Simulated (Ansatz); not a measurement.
Basis-set extrapolation for CH₂FNO₂Si, SMILES `O=C1N[Si]1(O)F` (PBE0-D4/def2-TZVP geometry, frozen core, Ansatz). Multiplicity 1, RHF reference.

|  | def2-TZVPP | def2-QZVPP |
| --- | --- | --- |
| HF | -631.845032 | -631.870418 |
| MP2 correlation | -1.179573 | -1.275882 |
| CCSD(T) correlation | -1.232827 | not run |

Energies in hartree. Use E(X) = E(∞) + A·exp(−7.88·√X) for Hartree–Fock and E(X) = E(∞) + B·X^(−2.97) for correlation, with X = 3 and 4, and add CCSD(T) minus MP2 of the smaller set to the MP2 limit.

Task: What is the CCSD(T) energy at the basis-set limit?

Result: HF limit: -631.870418 + (-0.025386) × 0.13774 = -631.87391. MP2 limit: -1.275882 + (-0.096309) × 0.74074 = -1.34722. Higher-order term: -1.232827 − (-1.179573) = -0.05325. Total: -633.27438 hartree, 123.3 kcal/mol below CCSD(T)/def2-TZVPP.
